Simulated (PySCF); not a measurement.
Constitutional and geometric isomers with formula CH7B3. All species are isolated molecules in the gas phase. One relaxed conformer stands for each flexible species; it need not be the lowest. Strings in code marks are SMILES.

The T1 excitation (TDA) from two functionals at the same geometries (B3LYP-D3(BJ)/def2-TZVP), both in PySCF: PBE-D3(BJ)/def2-TZVP and B3LYP-D3(BJ)/def2-TZVP. B3LYP has the VWN-RPA correlation part, as in Gaussian. Excitations are Tamm–Dancoff values on a coarser integration grid. The basis has no diffuse functions, so Rydberg states are missing or too high.

```json
[
 {"species": "`BBCB`", "B3LYP-D3(BJ)/def2-TZVP (eV)": "3.96"},
 {"species": "`CBBB`", "B3LYP-D3(BJ)/def2-TZVP (eV)": "4.06"},
 {"species": "`BB(B)C`", "B3LYP-D3(BJ)/def2-TZVP (eV)": "3.27"}
]
```

**Question.** What does PBE-D3(BJ)/def2-TZVP give for each?

**Answer.** 
- `BBCB`: 3.56
- `CBBB`: 3.66
- `BB(B)C`: 2.89
Over these rows, drawn at random from the members with no instability flagged (it was tested for open shells, ions and some series alone), PBE minus B3LYP-D3(BJ): mean -0.40 eV, from -0.40 eV to -0.39 eV.
